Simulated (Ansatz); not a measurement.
`C[SiH](C)[TeH]` + H₂ → `C[SiH2][TeH]` + CH₄ at 298.15 K and 1 bar (hydrogenolysis of the Si–C bond).

Gas-phase electronic energies from Ansatz, PBE0-D4/def2-TZVP geometries. CBS: MP2 limit from def2 TZ/QZ plus the TZ coupled-cluster correction, frozen cores. This one scheme is used for every species. Elements past krypton have def2 core potentials. For Te outer-core shells are correlated without core-valence functions, which leaves a few kJ/mol of doubt a bond.

```csv
species,CCSD(T)/CBS energy (Eh),H − E (kJ/mol),S (J/(mol·K))
`C[SiH](C)[TeH]`,-637.77028,258.2,373.7
H₂,-1.17544,35.1,130.4
`C[SiH2][TeH]`,-598.49179,177.8,335.2
CH₄,-40.46206,127.4,186.2
```

H − E and S are ideal-gas, rigid-rotor, harmonic terms from PBE0-D4/def2-TZVP, for one conformer and one mirror image of each species. For small species the MP2-based limit differs from directly extrapolated CCSD(T) by up to some mEh (0.8 for H₂); such offsets cancel only in part. 1 Eh = 2625.50 kJ/mol, R = 8.31446 J/(mol·K).

**Question.** By hand: ΔE, ΔH, ΔS and ΔG.

**Answer.** ΔE = (-598.49179) + (-40.46206) − (-637.77028) − (-1.17544) = -0.00813 Eh = -21.3 kJ/mol. Δ(H − E) = 177.8 + 127.4 − 258.2 − 35.1 = 11.9, so ΔH = -9.4 kJ/mol. ΔS = 335.2 + 186.2 − 373.7 − 130.4 = 17.3 J/(mol·K). ΔG = -9.4 − 298.15 × (17.3)/1000 = -14.6 kJ/mol.

**Question.** By hand: the equilibrium constant, and the temperature at which ΔG would vanish if ΔH and ΔS stayed fixed.

**Answer.** log₁₀ K = −ΔG/(RT ln 10) = 2.6. ΔH and −TΔS have one sign here, so there is no such temperature.

TΔS isn't small against ΔH here. A doubt of 5 kJ/mol in ΔE shifts log₁₀ K by 0.9 here. Other conformers and mirror images would add mixing entropy, several J/(mol·K) or more a flexible species. These are equilibria of isolated gas molecules and say nothing of rates. Largest T1 diagnostic: 0.010 (customary marks: 0.02 for closed shells, 0.045 for open ones).
